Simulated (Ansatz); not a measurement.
Molecule: C$_{4}$H$_{5}$GeS, net charge 0, doublet state. It need not be the lowest isomer of its formula. SMILES: [GeH2][c]1cccs1
Coordinates optimised at B3LYP-D3(BJ)/def2-TZVP (Ansatz, a program for electronic structure):
```
C
C 1 1.3805
H 2 1.0812 1 122.80
C 2 1.4152 3 123.55 1 179.58
C 4 1.3689 2 112.52 3 179.64
H 5 1.0779 4 127.98 2 179.29
H 4 1.0805 5 123.40 6 -0.42
S 5 1.7149 6 120.62 4 179.00
Ge 1 1.9298 2 127.26 3 -4.96
H 9 1.5460 1 110.07 2 155.26
H 9 1.5467 10 111.52 1 120.57
```
Charge 0, spin multiplicity 2.

Wanted: atomisation energy (electronic, to ground-state atoms), in kJ/mol. Valence correlation only, unless marked. Open shells are spin-unrestricted. Spin-orbit coupling is left out. Frozen are the shells of the preceding noble gas and the d and f shells that filled before the atom's block. No relativistic terms. The coupled-cluster limit lacks core correlation, which all-electron functionals hold. CBS marks a two-point X^-3 extrapolation of the correlation energy; Hartree-Fock from the larger set.

| level | program | atomisation energy (kJ/mol) |
|---|---|---|
| BLYP-D3(BJ)/def2-TZVPD | Ansatz + dftd3 | 4419.7 |
| revPBE-D4/def2-TZVPD | Ansatz + dftd4 | 4476.9 |
| revPBE/def2-TZVPD | Ansatz | 4375.0 |
| B97M-V/def2-TZVPD | Ansatz | 4467.3 |
| B3LYP/def2-TZVPD | Ansatz | 4360.6 |
| PBE0/6-31G* | Ansatz | 4432.3 |
| PBE0-D3(BJ)/def2-TZVP | Ansatz + dftd3 | 4494.8 |

Predict the CCSD(T)/CBS(def2-TZVPP,def2-QZVPP) result (Ansatz).

4405.4 kJ/mol, so PBE0-D3(BJ)/def2-TZVP differs from it by 89.4 kJ/mol.
